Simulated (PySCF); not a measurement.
**UHF on B⁺ (boron, charge +1)**

Configuration: [He] 2s2, closed-shell 1S. All numbers are calculated (PySCF 2.14, scalar relativity by spin-free X2C-1e, in cc-pVTZ-DK (4s3p2d1f, 30 functions)).

```
Total energy                        : -24.243509 hartree
One-electron energy                 : -30.3655 hartree
Hartree (Coulomb) energy            : 9.6161 hartree
Exchange energy                     : -3.4941 hartree
⟨S²⟩                                : 0.0000
⟨L²⟩                                : 0.000
Sum of ⟨r⟩                          : 4.250 bohr
Sum of ⟨r²⟩                         : 7.982 bohr²
Langevin diamagnetic susceptibility : -6.32 ×10⁻⁶ cm³/mol
Time after the integrals            : 0.04 s of wall time on 1 thread of Neoverse-V2 (shared host)
```

```csv
shell,electrons,mean orbital energy (hartree),"rms radius, mean of both spins (bohr)"
1s,2,-8.18684,0.378
2s,2,-0.87393,1.96
```
